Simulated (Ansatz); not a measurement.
Energy needed to pull apart AlHClOF (SMILES [OH][Al]([F])[Cl]), closed shell, into free ground-state atoms, from the structure below (displaced at random from a GFN2-xTB minimum); no zero-point or spin–orbit terms; open-shell atoms are treated unrestricted, in their ground-state multiplicity.

```tsv
atom	x (Å)	y (Å)	z (Å)
O1	0.2764	1.0183	-0.3062
Al2	-0.1024	-0.4253	0.1450
F3	0.2187	-0.8551	1.6716
Cl4	-0.9844	-1.7399	-1.1513
H5	0.5835	1.9104	-0.3535
```

Ansatz 0.2.0; basis: def2-TZVPP; cores frozen in the correlated methods.

```json
{"method": "PBE-D4", "atomization energy (kJ/mol)": "1934"}
{"method": "r2SCAN-D4", "atomization energy (kJ/mol)": "1938"}
{"method": "PBE0-D4", "atomization energy (kJ/mol)": "1891"}
{"method": "CAM-B3LYP-D4", "atomization energy (kJ/mol)": "1923"}
{"method": "wB97X-V", "atomization energy (kJ/mol)": "?"}
{"method": "wB97M-V", "atomization energy (kJ/mol)": "1929"}
{"method": "HF", "atomization energy (kJ/mol)": "1415"}
{"method": "MP2", "atomization energy (kJ/mol)": "?"}
{"method": "CCSD", "atomization energy (kJ/mol)": "1845"}
{"method": "CCSD(T)", "atomization energy (kJ/mol)": "1876"}
```

(1) What does wB97X-V give? (Judge from chemistry; the value comes from the calculation.)

(2) What does MP2 give? (An estimate is asked for; the value comes from the calculation.)

No T1 diagnostic of these runs exceeds 0.011.

Answers

(1) By the calculation: 1924 kJ/mol, which is about 48 kJ/mol more than CCSD(T)/def2-TZVPP.

(2) Computed: 1971 kJ/mol, which is about 95 kJ/mol more than CCSD(T)/def2-TZVPP.

In triple zeta the MP2 and coupled-cluster atomization energies are still short of their basis limit by a few kcal/mol a bond, whereas those of the functionals are nearly converged, so these differences are not deviations from converged CCSD(T).

For scale, one of the runs: CCSD(T)/def2-TZVPP forces, 160 basis functions (an equivalent command: `ansatz run in.yaml --threads 4`). The run took 45 s on 4 CPU threads (shared host), with 2.2 GiB of host memory at its peak.
